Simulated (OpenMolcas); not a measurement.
Ions of charge +2 along the 3d row on the Mg site of MgO

```yaml
Program: OpenMolcas 26.06
Method: CASSCF
Spin-orbit_coupling: RASSI with atomic mean-field integrals over the reference wave functions
```

The d shell is active. Each dopant is a cluster with its nearest anions in model potentials and point charges, with no relaxation. Distances were set from a Shannon-type radius of the metal (high-spin where two are listed) plus a fixed donor radius (O 1.38 Å), in hosts weighted 0.65 to 0.35 with the host's distance in the model lattice. Ligand basis ANO-RCC-VDZP, DKH2 Hamiltonian. States (labels of O, the rotations of Oh). Energies in cm-1 above the lowest state or level, χT in cm3 K/mol; under a threefold ground state the first gap can be a small split of the lowest multiplet, not the spin-orbit step; 10Dq and B are least-squares fits to the states below 45000 cm-1, weighted by degeneracy, with a free offset, and given where the rms deviation is under 5 % of |10Dq| (or 100 cm-1) and under 700 cm-1. Spin-only χT is S(S+1) / 2 for the spin of the ground state.

```json
{"Ion": "Ti2+", "Shell": "3d2", "R (Å)": "2.193", "Metal basis": "ANO-RCC-VTZP", "Ground state": "3T1", "First state of that spin": "3T2 15560", "10Dq": "17394", "B (rms of fit)": "805 (146)", "First gap with spin-orbit (degeneracies)": "1.5 (2, 3)", "χT at 300 K": "1.088", "First state of another spin": "1T2 10878", "Spin-only χT": "1.000"}
{"Ion": "V2+", "Shell": "3d3", "R (Å)": "2.147", "Metal basis": "ANO-RCC-VTZP", "Ground state": "4A2", "First state of that spin": "4T2 14639", "10Dq": "14871", "B (rms of fit)": "914 (182)", "First gap with spin-orbit (degeneracies)": "14574 (4, 2)", "χT at 300 K": "1.862", "First state of another spin": "2E 15868", "Spin-only χT": "1.875"}
{"Ion": "Cr2+", "Shell": "3d4", "R (Å)": "2.154", "Metal basis": "ANO-RCC-VTZP", "Ground state": "5E", "First state of that spin": "5T2 11878", "10Dq": "", "B (rms of fit)": "", "First gap with spin-orbit (degeneracies)": "5.3 (1, 3)", "χT at 300 K": "2.973", "First state of another spin": "3T1 9334", "Spin-only χT": "3.000"}
{"Ion": "Fe2+", "Shell": "3d6", "R (Å)": "2.141", "Metal basis": "ANO-RCC-VTZP", "Ground state": "5T2", "First state of that spin": "5E 10435", "10Dq": "", "B (rms of fit)": "", "First gap with spin-orbit (degeneracies)": "188.5 (3, 2)", "χT at 300 K": "4.040", "First state of another spin": "3T1 14363", "Spin-only χT": "3.000"}
{"Ion": "Co2+", "Shell": "3d7", "R (Å)": "2.118", "Metal basis": "ANO-RCC-VTZP", "Ground state": "4T1", "First state of that spin": "4T2 7351", "10Dq": "8380", "B (rms of fit)": "1188 (79)", "First gap with spin-orbit (degeneracies)": "354.7 (2, 4)", "χT at 300 K": "3.500", "First state of another spin": "2E 13327", "Spin-only χT": "1.875"}
{"Ion": "Ni2+", "Shell": "3d8", "R (Å)": "2.082", "Metal basis": "ANO-RCC-VTZP", "Ground state": "3A2", "First state of that spin": "3T2 8245", "10Dq": "8112", "B (rms of fit)": "1254 (71)", "First gap with spin-orbit (degeneracies)": "7982 (3, 2)", "χT at 300 K": "1.356", "First state of another spin": "1E 18495", "Spin-only χT": "1.000"}
{"Ion": "Cu2+", "Shell": "3d9", "R (Å)": "2.108", "Metal basis": "ANO-RCC-VTZP", "Ground state": "2E", "First state of that spin": "2T2 6910", "10Dq": "6910", "B (rms of fit)": "", "First gap with spin-orbit (degeneracies)": "6242 (4, 2)", "χT at 300 K": "0.576", "First state of another spin": "", "Spin-only χT": "0.375"}
```

Among the 5 ions with a close fit, |10Dq| is smallest for Cu2+ (6910 cm-1) and largest for Ti2+ (17394 cm-1). The error differs from ion to ion, so this order need not be the real one.

B goes from 805 cm-1 (Ti2+) to 1254 cm-1 (Ni2+).

Every ion keeps the highest spin of its shell. χT departs most from the spin-only value for Co2+, by +1.625 cm3 K/mol.

Ligand-to-metal charge-transfer states are missing. With metal d orbitals alone and no dynamic correlation 10Dq can be off by a tenth to a fifth, either way, in oxide and fluoride hosts. An orbital triplet at a regular site is open to Jahn-Teller coupling, which can distort the site and quench the lowest spin-orbit gaps and is left out (holds for Ti2+; Fe2+; Co2+). Without dynamic correlation the repulsion within the d shell is too large (B by tens of per cent), so at a given field states of lower spin stand too high (holds for Ti2+; V2+; Cr2+; Fe2+; Co2+; Ni2+). With no ligand orbital active B as a rule stays too high, so bands that hang on it stand too high and its fall with covalency is understated (holds for Ti2+; V2+; Cr2+; Fe2+; Co2+; Ni2+). An orbital doublet at a regular site is open to a Jahn-Teller distortion, which this geometry leaves out (holds for Cr2+; Cu2+). No measured value stands beside these numbers; the geometry was set by hand and not optimised.
